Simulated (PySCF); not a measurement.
PySCF 2.14 output of an unrestricted PBE calculation on a single atom or ion in aug-cc-pwCVDZ-PP with ECP28MDF (6s6p5d3f, 70 functions), with a scalar-relativistic core potential:

```
SCF conv_tol = 1e-09
number electrons alpha = 9  beta = 5
    J. P. Perdew, K. Burke, and M. Ernzerhof.,  Phys. Rev. Lett. 77, 3865 (1996)
    J. P. Perdew, K. Burke, and M. Ernzerhof.,  Phys. Rev. Lett. 78, 1396 (1997)
    J. P. Perdew, K. Burke, and M. Ernzerhof.,  Phys. Rev. Lett. 77, 3865 (1996)
    J. P. Perdew, K. Burke, and M. Ernzerhof.,  Phys. Rev. Lett. 78, 1396 (1997)
cycle= 1 E= -93.5920699153544  delta_E= -0.0055  |g|= 0.0331  |ddm|= 0.235
cycle= 2 E= -93.592182862079  delta_E= -0.000113  |g|= 0.0302  |ddm|= 0.0733
cycle= 3 E= -93.5924421269591  delta_E= -0.000259  |g|= 0.00107  |ddm|= 0.0377
cycle= 4 E= -93.5924424111465  delta_E= -2.84e-07  |g|= 0.00012  |ddm|= 0.000844
cycle= 5 E= -93.5924424161401  delta_E= -4.99e-09  |g|= 1.58e-05  |ddm|= 0.000161
cycle= 6 E= -93.5924424162254  delta_E= -8.52e-11  |g|= 6.21e-07  |ddm|= 2.22e-05
converged SCF energy = -93.5924424162254  <S^2> = 6.000741  2S+1 = 5.0002964
```

The run itself started from symmetry-adapted Hartree-Fock orbitals and held the occupation by maximum overlap, on a logarithmic radial grid, so the iterations belong to that start.

Q: Which element, charge and spin multiplicity is this?

A: Ru²⁺ (ruthenium, charge +2), multiplicity 5; the state was [Kr] 4d6, high-spin 5D determinant.

Energies and moments cover only the electrons outside the core potential.
